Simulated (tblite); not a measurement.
Compound: C₅H₁₃BNP.
Bonds: C1–C2, C2–P3, P3–C4, P3–C5, P3–B6, B6–C7, C7–N8 (triple). Hydrogens: H9, H10, H11 on C1; H12, H13 on C2; H14, H15, H16 on C4; H17, H18, H19 on C5; H20, H21 on B6.
Bond orders are those of one Lewis drawing.

Computed with GFN2-xTB (tblite), gas phase: L-BFGS steps from a force-field or distance-geometry start until the largest atomic force falls under 0.01 eV/Å.

Step 37: E = -652.4424 eV
```
atom  x, y, z in Å  |  force x, y, z in eV/Å
C1      2.4564   -0.5430    0.2280   -0.009   0.002  -0.013
C2      1.1966   -0.3159    1.0502   -0.030   0.016  -0.004
P3     -0.2833    0.0764    0.0086    0.033  -0.061   0.013
C4      0.2549    1.3872   -1.1582   -0.012  -0.018   0.024
C5     -1.2908    1.0035    1.2183   -0.010  -0.003   0.010
B6     -1.1948   -1.4415   -0.7931   -0.061  -0.108  -0.071
C7     -2.6849   -1.1973   -0.4438   -0.006   0.027  -0.012
N8     -3.7883   -1.0048   -0.1829    0.044   0.006  -0.005
H9      2.8368    0.4014   -0.1541    0.015  -0.010  -0.048
H10     3.2316   -0.9988    0.8398    0.021  -0.008  -0.007
H11     2.2483   -1.2002   -0.6141    0.003  -0.037   0.008
H12     0.9333   -1.2243    1.6026    0.021   0.023  -0.042
H13     1.3485    0.4830    1.7811    0.022   0.018  -0.026
H14    -0.6433    1.7973   -1.6176   -0.015   0.042   0.016
H15     0.8646    0.9531   -1.9485    0.033  -0.020   0.056
H16     0.8054    2.1789   -0.6514   -0.023  -0.021  -0.016
H17    -1.4165    0.3757    2.0984   -0.075   0.002   0.034
H18    -2.2721    1.2035    0.7931   -0.012   0.019   0.010
H19    -0.8033    1.9345    1.5013   -0.015   0.031   0.003
H20    -0.7863   -2.4364   -0.2745    0.019   0.053   0.030
H21    -1.0221   -1.4152   -1.9740    0.059   0.046   0.042
```

Step 38: E = -652.4443 eV
```
atom  x, y, z in Å  |  force x, y, z in eV/Å
C1      2.4564   -0.5481    0.2292   -0.003   0.007  -0.010
C2      1.2008   -0.3087    1.0524   -0.066   0.019  -0.024
P3     -0.2806    0.0757    0.0110   -0.012  -0.035  -0.039
C4      0.2502    1.3867   -1.1607    0.005   0.011   0.025
C5     -1.2906    0.9974    1.2238   -0.012   0.003   0.003
B6     -1.1930   -1.4419   -0.7981   -0.048  -0.077  -0.047
C7     -2.6820   -1.1940   -0.4515   -0.031   0.042   0.005
N8     -3.7846   -0.9967   -0.1905    0.041   0.002  -0.008
H9      2.8350    0.3898   -0.1682    0.024   0.012  -0.057
H10     3.2316   -0.9920    0.8478    0.059  -0.028   0.002
H11     2.2487   -1.2186   -0.6018   -0.009  -0.042   0.007
H12     0.9358   -1.2105    1.6139    0.022   0.013  -0.027
H13     1.3548    0.4986    1.7733    0.030   0.014  -0.020
H14    -0.6488    1.7987   -1.6175   -0.017   0.014   0.020
H15     0.8595    0.9551   -1.9530    0.015  -0.036   0.060
H16     0.8025    2.1820   -0.6614   -0.023  -0.027   0.012
H17    -1.4210    0.3611    2.0968   -0.077  -0.003   0.044
H18    -2.2705    1.2063    0.7994   -0.006   0.006  -0.001
H19    -0.8024    1.9241    1.5192   -0.003   0.032  -0.004
H20    -0.7899   -2.4364   -0.2767    0.032   0.034   0.021
H21    -1.0208   -1.4115   -1.9784    0.078   0.037   0.038
```

Problem. Estimate the geometry and energy of step 39. (The exact step hangs on the optimiser's Hessian estimate; all steps are aligned on step 38, rigid shifts and turns removed.)

Solution. E = -652.4460 eV, largest force 0.095 eV/Å
```
atom  x, y, z in Å  |  force x, y, z in eV/Å
C1      2.4561   -0.5522    0.2299    0.011   0.006  -0.011
C2      1.2037   -0.3023    1.0540   -0.059   0.018  -0.043
P3     -0.2789    0.0744    0.0128   -0.057   0.005  -0.063
C4      0.2464    1.3862   -1.1619    0.010   0.029   0.015
C5     -1.2909    0.9925    1.2285   -0.015   0.003   0.005
B6     -1.1922   -1.4441   -0.8032   -0.017  -0.019  -0.005
C7     -2.6793   -1.1907   -0.4584   -0.037   0.040   0.010
N8     -3.7810   -0.9894   -0.1972    0.012   0.007  -0.004
H9      2.8332    0.3797   -0.1821    0.023   0.020  -0.059
H10     3.2329   -0.9859    0.8533    0.070  -0.035   0.004
H11     2.2479   -1.2349   -0.5910   -0.017  -0.042   0.007
H12     0.9386   -1.1987    1.6229    0.017   0.000  -0.009
H13     1.3618    0.5113    1.7667    0.026   0.014  -0.017
H14    -0.6529    1.7996   -1.6173   -0.018  -0.009   0.024
H15     0.8555    0.9558   -1.9551    0.002  -0.051   0.056
H16     0.8004    2.1846   -0.6699   -0.019  -0.026   0.046
H17    -1.4273    0.3493    2.0958   -0.070  -0.003   0.042
H18    -2.2695    1.2086    0.8047   -0.001  -0.002  -0.014
H19    -0.8031    1.9161    1.5351    0.006   0.019  -0.015
H20    -0.7923   -2.4359   -0.2773    0.040   0.005   0.011
H21    -1.0178   -1.4070   -1.9815    0.091   0.019   0.019
```

The energy changes by -0.0017 eV. The first-order estimate −F·Δx gives -0.0023 eV and the mean of the old and new forces, exact on a quadratic surface, -0.0017 eV. The step makes an angle of 79° with the force vector and moves no atom by more than 0.020 Å.

What follows is the cost of the whole relaxation. Time: 1.0 s of wall time. Hardware: an Arm Neoverse V2 with one thread, no GPU, shared host with 32 logical CPUs at a one-minute load of 15.
